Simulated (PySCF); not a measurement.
# Germanium: highly charged ions in a basis for the neutral atom

Ge⁹⁺ [Ar] 3d5, Ge¹⁰⁺ [Ar] 3d4. All numbers are calculated (PySCF 2.14, scalar relativity by spin-free X2C-1e, in x2c-TZVPall (6s5p4d1f, 48 functions)). No spin-orbit coupling, so a gap to NIST mixes the basis error with missing relativistic terms.

Changed run: basis of the neutral atom used for a highly charged ion. This setting is unsound on purpose.

| species | method | sound run (hartree) | changed run (hartree) | converged |
| --- | --- | --- | --- | --- |
| Ge⁹⁺ | UHF | not run | -2066.47592 | yes |
| Ge⁹⁺ | LDA | not run | -2064.09399 | yes |
| Ge⁹⁺ | MN15 | not run | -2068.80954 | yes |
| Ge¹⁰⁺ | UHF | not run | -2057.12997 | yes |
| Ge¹⁰⁺ | LDA | not run | -2054.72453 | yes |
| Ge¹⁰⁺ | MN15 | not run | -2059.46763 | yes |

Ionisation energy of Ge⁹⁺:

```csv
method,changed run (eV),NIST (eV)
UHF,254.32,252.1 ± 2.2
LDA,254.96,252.1 ± 2.2
MN15,254.21,252.1 ± 2.2
```

The contracted functions were made for the neutral atom and can be too rigid for a highly charged ion.
